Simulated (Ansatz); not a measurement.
A search over several starts for the lowest SCF solution of NbSe2⁻ at the given spin, in a small basis.

```yaml
crystal:
  periodic: [false, false, false]
  atoms:
    - {symbol: Nb, position_ang: [0.421241, 1.025271, 0.917843]}
    - {symbol: Se, position_ang: [-0.401775, 0.299911, -1.279398]}
    - {symbol: Se, position_ang: [-0.019466, -1.325182, 0.361555]}
basis:
  gaussian: {orbitals: def2-SVP}
total_charge: -1
hamiltonian: {xc: pbe0, dispersion: d4}
output: {orbitals: {seedname: orbitals}}
```

```sh
$ ansatz run in.yaml --threads 2 --pin off --events-out ev --progress --plain --max-ram 4352MiB
```

It prints (some lines left out):

```
Functional definition: PBE0
941 factors; integrals over basis functions are off by at most 6.9e-4 eV
mean field evaluation 1: about -132212.5861 eV, gradient 4.1e1 eV
mean field evaluation 2: about -132162.2041 eV, gradient 1.1e2 eV
mean field evaluation 4: about -132213.4446 eV, gradient 3.4e1 eV
mean field evaluation 8: about -132217.0901 eV, gradient 5.5e-1 eV
mean field evaluation 16: about -132217.0982 eV, gradient 1.1e-2 eV
mean field evaluation 32: about -132217.0982 eV, gradient 1.7e-4 eV
mean field evaluation 64: about -132217.0588 eV, gradient 2.1e0 eV
mean field -132217.09818868 eV, -4858.8887384661 hartree, gradient 8.7e-6 eV, S^2 0.000000; 4 other end points of the search recorded, 0 dependent functions left out
reference -132217.09821495 eV, -4858.8887394313 hartree; 41, 41 occupied and 54, 54 virtual orbitals, 941 factors
Total energy: -132217.22201781 eV, -4858.8932891027 hartree
```

Hardware: 2 threads of Arm Neoverse V2 on a shared host. Wall time 7.5 s.

In the def2 sets Nb takes a core potential; there is no spin–orbit coupling. A triplet lies near this restricted singlet, and broken spin symmetry wasn't tried. The highest occupied level of the charge -1 singlet lies above zero (up to 0.60 eV). The electron is either unbound and held by the finite basis, or the level is raised by self-interaction error. At PBE0-D4/def2-TZVPD a triplet of charge -1 lies 1.11 eV below the restricted singlet at the same geometry. That triplet is doubtful there (⟨S²⟩ 2.75, where a pure state has 2.00). The structure comes from a short search, and lower isomers may exist.
